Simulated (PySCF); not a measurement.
Compound: cyclo-(H2GeSe)2.
Cartesian coordinates in Å at the PBE0-D3(BJ)/def2-SVP level; atoms count from 1:
```
atom  x, y, z in Å
Ge1   -1.0353   -0.0761    1.1250
H2    -1.0793   -1.1538    2.2241
H3    -2.1841    0.9323    1.3117
Se4    1.0757    0.9965    1.0273
Ge5    1.0700    0.0543   -1.1458
H6     1.1066    1.1362   -2.2411
H7     2.2219   -0.9491   -1.3401
Se8   -1.0372   -1.0259   -1.0448
```

Method: PBE0-D3(BJ)/def2-SVP geometry optimisation, gas phase in PySCF 2.14.0.

Masses are those of the commonest isotopes; rigid-rotor values at the optimised geometry. The values belong to one conformer.

(1) Give the principal moments of inertia and the rotational constants in cm⁻¹.

(2) What kind of rotor is it?

(3) What does the inertial defect say?

## Answers

(1) Ia = 385.25, Ib = 519.85, Ic = 892.19 u·Å²; 505379 MHz·u·Å²/I gives 1312, 972.2 and 566.5 MHz, that is A = 0.04376, B = 0.03243, C = 0.01889 cm⁻¹.

(2) An asymmetric top; Ray's κ = 0.089.

(3) Not planar: Δ = Ic − Ia − Ib = -12.91 u·Å². For a rigid frame Δ = −2 Σ m c², so Σ m c² = 6.46 u·Å² lies off the ab plane, practically all of it from hydrogen. The atom farthest from that plane is 1.27 Å away.

The point group D2h allows no dipole (computed: 0.01 D), so a rigid rotor has no electric-dipole lines.

Problem. Estimate the classical rotational partition function at 25 K, 200 K and 500 K.

Solution. Point group D2h, symmetry number σ = 4; q = (√π/σ)·√((kT/h)³/(ABC)), k/h = 20836.6 MHz/K: 6200 at 25 K, 140000 at 200 K, 554000 at 500 K.

No PBE0-D3(BJ)/def2-SVP frequencies stand behind this structure, so it isn't proved a minimum. These are rigid-rotor constants of the computed structure; measured ground-state constants (B0) also hold zero-point vibration.
